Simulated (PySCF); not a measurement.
Computed properties of Sn(H)(F)2(vinyl) (C₂H₄F₂Sn), SMILES C=[CH][SnH]([F])[F]

Sn(H)(F)2(vinyl) (C2H4F2Sn), SMILES C=[CH][SnH]([F])[F]. Geometry: PBE0-D3(BJ)/def2-SVP. The structure was generated by enumeration; whether it is a known compound was not checked. The def2 effective core potentials stand for the cores of Sn; spin–orbit coupling is left out. The values are those of a single conformer. All values are computed for the isolated molecule unless a solvent is named; none is compared with measurement here.

**Structure.** The optimised structure has Cs symmetry. All 21 harmonic modes at PBE0-D3(BJ)/def2-SVP (PySCF) are real, so it is a minimum. With heavy atoms numbered as in [SnH:1]([F:2])([F:3])[CH:4]=[CH2:5], the shortest bond between them is C4–C5 at 1.335 Å and the longest Sn1–C4 at 2.112 Å.

**Vibrations.** The strongest infrared lines (harmonic, unscaled, degenerate partners summed) lie at 528 cm⁻¹ (107 km/mol, H 50 %, C 36 %, Sn 13 %), 1974 cm⁻¹ (105 km/mol, H 99 %), 590 cm⁻¹ (79 km/mol, H 92 %). The softest mode is at 43 cm⁻¹ and the zero-point energy is 33.1 kcal/mol.

**Electronic structure.** M06-2X/def2-TZVP (PySCF) places the frontier levels at -10.25 and -0.59 eV, a gap of 9.66 eV, and gives a dipole moment of 4.56 D and a mean polarisability of 56.3 bohr³. PBE/def2-TZVP (PySCF) at the same geometry gives -7.75 and -2.38 eV, so its gap is 4.29 eV narrower. An orbital gap is neither the optical nor the fundamental gap.

**Excitations.** TDA-ωB97X/def2-SVPD (PySCF) has S1 at 6.53 eV (190 nm, f = 0.002, dark); the most intense of the 10 singlets computed lies at 7.70 eV (f = 0.54). T1 (TDA) is at 4.41 eV, 2.12 eV under S1. TDA-PBE/def2-SVPD (PySCF) puts S1 at 5.58 eV. No vertical singlet excitation falls in the visible range (under 3.1 eV).
